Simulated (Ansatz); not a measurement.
```yaml
crystal:
  periodic: [true, true, true]
  atoms:
    - {symbol: O, position_ang: [-1.212530, 0.955711, -1.440369]}
    - {symbol: B, position_ang: [-0.498637, 0.137084, -0.341345]}
    - {symbol: C, position_ang: [0.464158, -0.879112, -0.306419]}
    - {symbol: C, position_ang: [0.183870, 0.124192, 0.865645]}
    - {symbol: Cl, position_ang: [1.265069, 1.161697, 1.447508]}
    - {symbol: H, position_ang: [-1.556942, 1.840164, -1.175788]}
    - {symbol: H, position_ang: [0.216367, -2.184922, 0.070675]}
    - {symbol: H, position_ang: [1.566817, -0.795079, -0.547912]}
    - {symbol: H, position_ang: [-0.426551, -0.167285, 1.709749]}
basis:
  gaussian: {orbitals: aug-pcseg-2, point_charges: [{charge: -1.00, position_ang: [6.326, -0.333, -0.712]}]}
hamiltonian: {xc: {name: rPW86-PBE}, pseudopotentials: {relativity: none}}
output: {forces: true}
```

```sh
$ ansatz run in.yaml --threads 2 --pin off --events-out ev --progress --plain --max-ram 4352MiB
```

Q: How does Ansatz answer? (An estimate is asked.)

A: Ansatz gave: The input was rejected before any iteration.
```
Error: YAML parse error: error: line 2 column 3: crystal: missing field `lattice` (a structure is typed as `lattice` and `atoms`, a molecule's as `atoms` in Å alone, or read from a run's directory, `checkpoint`)
 --> <input>:2:3
1 | crystal:
2 |   periodic: [true, true, true]
3 |   atoms:
4 |     - {symbol: O, position_ang: [-1.212530, 0.955711, -1.440369]}
```
